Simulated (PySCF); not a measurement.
Can point charges reproduce the dipole moment of `c1c(C(F)F)occ1`?

Coordinates (PBE0-D3(BJ)/def2-SVP, Å) and charges (e) from the PBE0/pcSseg-1 density (PySCF):

```csv
atom,x,y,z,Mulliken,IAO,Hirshfeld,ESP-fitted
F1,2.243,-0.794,1.232,-0.2969,-0.2995,-0.1119,-0.2239
C2,1.866,-0.312,0.025,+0.6187,+0.4355,+0.1422,+0.3875
F3,2.542,0.841,-0.163,-0.2961,-0.2975,-0.1059,-0.2318
C4,0.399,-0.072,-0.026,+0.0546,+0.1111,+0.0272,+0.0881
C5,-0.416,0.840,0.578,-0.1259,-0.1969,-0.0762,-0.1736
C6,-1.739,0.525,0.144,-0.1550,-0.2130,-0.0818,-0.3091
C7,-1.616,-0.552,-0.684,+0.1537,+0.0136,+0.0140,+0.0052
O8,-0.325,-0.917,-0.790,-0.3783,-0.2270,-0.0576,-0.1869
H9,2.165,-1.038,-0.751,+0.1092,+0.1533,+0.0525,+0.0816
H10,-0.105,1.638,1.248,+0.0970,+0.1752,+0.0655,+0.1892
H11,-2.663,1.032,0.414,+0.1081,+0.1691,+0.0623,+0.2052
H12,-2.331,-1.143,-1.252,+0.1110,+0.1760,+0.0696,+0.1686
```

Problem. What dipole does each set of charges give (1 e·Å = 4.803 D), and what does the density give?

Solution. The full density gives (-2.14, -0.18, -0.84) D, 2.31 D in size; dipole vectors point from the negative to the positive end.

```
    scheme     μx     μy     μz  size (D)  share of the full size (%)  angle to the full dipole (°)
  Mulliken  -1.76  -0.51  -1.25      2.22                          96                            16
       IAO  -2.95  -0.63  -1.60      3.42                         148                             9
 Hirshfeld  -1.42  -0.34  -0.75      1.64                          71                            10
ESP-fitted  -2.18  -0.19  -0.88      2.36                         102                             1
```

Problem. Which set comes closest?

Solution. Length of the difference vector: ESP-fitted 0.06 D, Mulliken 0.65 D, Hirshfeld 0.74 D, IAO 1.20 D. Closest: ESP-fitted. ESP charges are fitted to the potential around the molecule, whose slowest-falling term is the dipole's. 

Problem. What is left for the Hirshfeld atoms' own dipoles?

Solution. The shares of the density sum to the whole, so what Σ q r misses lies in dipoles about the nuclei. The atomic dipoles sum to (-2.14, -0.18, -0.84) − (-1.42, -0.34, -0.75) = (-0.72, 0.16, -0.09) D, 0.74 D in size.

Problem. With the origin at the mean of the coordinates, (0.002, 0.004, -0.002) Å, which are the largest single terms, by size, of the Hirshfeld dipole along the direction of the full one?

Solution. F1 +1.33, F3 +1.20, C2 -1.17, H12 +0.91, H11 +0.67 D; all 12 atoms together +1.62 D. The single terms depend on the origin, their sum doesn't.

Problem. Give the size of the full dipole in other units.

Solution. 2.31 D = 0.907 au = 0.480 e·Å = 7.69 × 10⁻³⁰ C·m.

One conformer (not necessarily the lowest) at the PBE0-D3(BJ)/def2-SVP geometry, without solvent, vibrations or thermal averaging.

The run behind these numbers computed NMR shieldings as well. Hardware: x86-64 server, one thread, on a shared host. Cost: 14 s of wall time.

The values belong to the conformer `[F:1][CH:2]([F:3])[c:4]1[cH:5][cH:6][cH:7][o:8]1`: F1–C2–C4–C5 70°.
